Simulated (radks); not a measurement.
The numbers below are computed, except where a source is named.
The fluorine anion F- inside a hard spherical wall (all orbitals vanish at R), configuration held at [Ne] and not refilled when levels cross. Code: a radial shooting solver on a logarithmic mesh with Libxc functionals. Model: scalar-relativistic Kohn-Sham, PBE, spin-polarised, spherical densities, finite nucleus; Fermi nuclear charge, rms radius 2.8976 fm. Eigenvalues in eV for spin up, with the zero of energy where the potential of the charges vanishes at infinity; a dash marks a level that is unbound or too diffuse for the functional's potential to be trusted. A positive occupied level is held by the wall or, in an anion where self-interaction has pushed it up, behind a barrier. The pressure on the wall is -dE/dV.

[
 {"R (bohr)": "15", "E (hartree)": "-99.90450", "kinetic (hartree)": "99.799", "e(1s)": "-649.29", "e(2s)": "-16.956", "e(2p)": "1.345", "e(3s, empty)": "3.227", "e(3p, empty)": "3.644", "pressure (GPa)": "0.000227"},
 {"R (bohr)": "10", "E (hartree)": "-99.90395", "kinetic (hartree)": "99.802", "e(1s)": "-649.16", "e(2s)": "-16.836", "e(2p)": "1.458", "e(3s, empty)": "4.962", "e(3p, empty)": "6.077", "pressure (GPa)": "0.00846"},
 {"R (bohr)": "7", "E (hartree)": "-99.89965", "kinetic (hartree)": "99.821", "e(1s)": "-648.67", "e(2s)": "-16.413", "e(2p)": "1.865", "e(3s, empty)": "7.871", "e(3p, empty)": "10.265", "pressure (GPa)": "0.191"},
 {"R (bohr)": "5", "E (hartree)": "-99.87301", "kinetic (hartree)": "99.931", "e(1s)": "-647.04", "e(2s)": "-15.136", "e(2p)": "3.145", "e(3s, empty)": "13.948", "e(3p, empty)": "18.348", "pressure (GPa)": "3.15"},
 {"R (bohr)": "4", "E (hartree)": "-99.80340", "kinetic (hartree)": "100.204", "e(1s)": "-644.30", "e(2s)": "-13.193", "e(2p)": "5.207", "e(3s, empty)": "22.297", "e(3p, empty)": "28.317", "pressure (GPa)": "18.9"},
 {"R (bohr)": "3", "E (hartree)": "-99.48141", "kinetic (hartree)": "101.395", "e(1s)": "-636.13", "e(2s)": "-7.840", "e(2p)": "11.203", "e(3s, empty)": "44.726", "e(3p, empty)": "52.207", "pressure (GPa)": "177"},
 {"R (bohr)": "2", "E (hartree)": "-97.23336", "kinetic (hartree)": "108.341", "e(1s)": "-604.60", "e(2s)": "13.504", "e(2p)": "35.005", "e(3s, empty)": "130.25", "e(3p, empty)": "132.33", "pressure (GPa)": "3300"},
 {"R (bohr)": "1.5", "E (hartree)": "-91.55188", "kinetic (hartree)": "122.398", "e(1s)": "-558.19", "e(2s)": "52.836", "e(2p)": "75.156", "e(3s, empty)": "277.84", "e(3p, empty)": "258.59", "pressure (GPa)": "21500"}
]
